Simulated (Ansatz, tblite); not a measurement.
Isomers of Li₈⁺ (doublet), found by a short tight-binding search and relaxed with PBE/def2-TZVP in Ansatz.

The xTB rows come from tblite. Correlated methods freeze no core orbitals; core or outer-core shells of Li are correlated, in sets that lack core-valence functions.

Run but left out: HF/def2-TZVPP, MP2/def2-TZVPP, CCSD/def2-TZVPP, CCSD(T)/def2-TZVPP (A: ⟨S²⟩ 1.61, where a pure state has 0.75).

Other spin states weren't relaxed.

A:

Cartesian coordinates in Å:
```
Li 0.270 1.448 2.535
Li 0.692 0.331 -0.041
Li 0.696 -2.248 -1.072
Li 1.629 -1.530 1.895
Li -1.588 -0.347 -1.711
Li 0.944 0.973 -2.717
Li -1.306 -0.855 1.228
Li -1.337 2.228 -0.119
```

B:

```xyz
8

Li   -1.458   -1.169    2.133
Li    0.121   -0.778   -0.279
Li   -1.210    1.447    0.373
Li    1.682    1.561   -0.734
Li   -2.673   -0.928   -0.845
Li    2.919   -1.269   -0.049
Li   -0.595    0.722   -2.658
Li    1.213    0.414    2.059
```

**Question.** Estimate which lies lowest at each level, and how far above it the others are (kJ/mol).

**Answer.** 
```json
{"level": "GFN1-xTB", "A": "0.0", "B": "4.6"}
{"level": "GFN2-xTB", "A": "2.6", "B": "0.0"}
{"level": "PBE/def2-TZVP", "A": "0.0", "B": "0.7"}
{"level": "r2SCAN/def2-TZVP", "A": "0.0", "B": "1.7"}
{"level": "r2SCANh/def2-TZVP", "A": "0.0", "B": "1.7"}
{"level": "PBE0/def2-TZVP", "A": "0.0", "B": "0.8"}
{"level": "B2PLYP/def2-TZVP", "A": "0.1", "B": "0.0"}
```
Point groups (tolerance 0.1 Å): A not assigned, B not assigned. Lower isomers may exist.
